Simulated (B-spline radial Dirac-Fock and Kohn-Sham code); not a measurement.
## Run log: K

ΔSCF core binding energies without Breit or QED terms, calculated with a radial finite-basis atomic code. Keys: rel is the Hamiltonian (dirac, or spin-free x2c and nr, where L3 and M5 stand for the whole 2p and 3d shells), method is hf or an exchange,correlation pair (spin-unpolarised, also for the hole states), nuc the nuclear model, radius_factor scales its radius, rmax is the box in bohr, h the logarithmic mesh step, order the B-spline order, points the quadrature points per cell, c_factor scales the speed of light, and damp, ndamp, maxit and tol steer the iteration. The run stops when the commutator error falls below 10·tol·max(1, Z/10), or the numerical noise floor, and the energy has settled to about 1e-8 Ha; the virial ratio is −V/T.

Input (task.json):

```json
{"items": [{"Z": 19, "q": 0, "cfg": [[1, 0, 2], [2, 0, 2], [2, 1, 6], [3, 0, 2], [3, 1, 6], [4, 0, 1]], "A": 39, "rrms": 3.4349, "do": "settings", "holes": ["K", "L3", "M5"],
  "settings": [{"rel": "dirac", "method": "hf", "nuc": "fermi", "radius_factor": 1.0, "rmax": 45.0, "h": 0.3, "order": 8, "points": 10, "c_factor": 1.0, "maxit": 96, "damp": 0.5, "ndamp": 3, "tol": 1e-14}]}]}
```

Command: `python xray2_run.py task.json out`

Ground-state iterations:

```
iter   energy (Ha)        error
   1     -599.52416896  7.11e-01
   2     -601.24118108  1.17e-01
   3     -601.49028445  3.85e-02
   4     -601.52055425  1.49e-02
   5     -601.52556888  3.90e-03
   6     -601.52592594  5.22e-04
   7     -601.52593789  1.05e-04
   8     -601.52593805  2.72e-06
   9     -601.52593805  2.59e-07
  10     -601.52593805  5.23e-08
```

The ground state converged in 10 iterations, with total energy -601.52594 Ha, virial ratio 1.99214 and highest orbital energy -4.03 eV. ΔSCF binding energies: K (1s) 3618.0 eV, L3 (2p3/2) 300.5 eV. Holes are computed only in closed shells, and unreliable hole states are left out.

One setting is outside the advised range (tolerance below the noise), but here it does no visible harm: the result matches the run with default settings.
